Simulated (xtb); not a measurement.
xtb input:

```bash
xtb mol.xyz --gfn 1 --opt tight --chrg 1 --uhf 0
```
mol.xyz:
```
3

Sb     0.28375404     0.11655380     0.10060683
F     -0.91931721     0.71699329    -1.17294688
F     -0.68862232    -1.37746481     0.60284152
```

**Question.** Predict the final energy.

**Answer.** -12.24239 Eh (GFN1-xTB).

It need not be the lowest isomer of its formula.
